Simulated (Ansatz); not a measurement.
System: ethenyl(trihydroxy)silane, C2H6O3Si (charge 0, singlet). SMILES: C=C[Si](O)(O)O
Geometry: optimised at B3LYP-D3(BJ)/def2-TZVP (Ansatz, a program for electronic structure).

Cost and difference of B3LYP with Ansatz in habitual basis sets for the atomisation energy (kcal/mol). Set-up: valence correlation only; UHF or UKS for open shells; LANL2DZ with its own core potentials from Na on; no dispersion term unless named; no spin-orbit coupling; atomisation electronic, to ground-state atoms; 6-31G* and kin with 6d, 5d where marked; 6-311+G** with 5d, 6d on Na to Ar in Ansatz; non-relativistic. CBS(X,Y): correlation extrapolated as X^-3; Hartree-Fock from the larger set. Ab initio and DFT rows: single points at B3LYP-D3(BJ) geometries (Ansatz). Costs are core time of energy and forces over that of the cheapest set, on one shared machine, to one figure and rough; under a factor of 2 they don't order.

Coupled cluster (Ansatz) is a level with limits of its own, used here on species with T1 under 0.025 (0.045 for open shells) and stable references: CCSD(T)/CBS(cc-pV(T+d)Z,cc-pV(Q+d)Z).

Value to compare with: 1208.1 kcal/mol.

```tsv
level	relative cost	atomisation energy (kcal/mol)	difference
B3LYP/STO-3G	1×	1226.0	17.9
B3LYP/3-21G	2×	1110.6	-97.5
B3LYP/LANL2DZ	2×	1086.2	-121.9
B3LYP/6-31G	2×	1071.6	-136.5
B3LYP/6-31G*	3×	1160.5	-47.6
B3LYP/def2-SVP	3×	1174.9	-33.2
B3LYP/cc-pVDZ	3×	1142.6	-65.5
B3LYP/6-31G**	3×	1175.2	-32.9
B3LYP/6-31+G*	4×	1155.0	-53.1
B3LYP/6-311+G**	5×	1165.6	-42.5
```

The dearest set gives -42.5 kcal/mol. A small set can land close by cancelling terms.
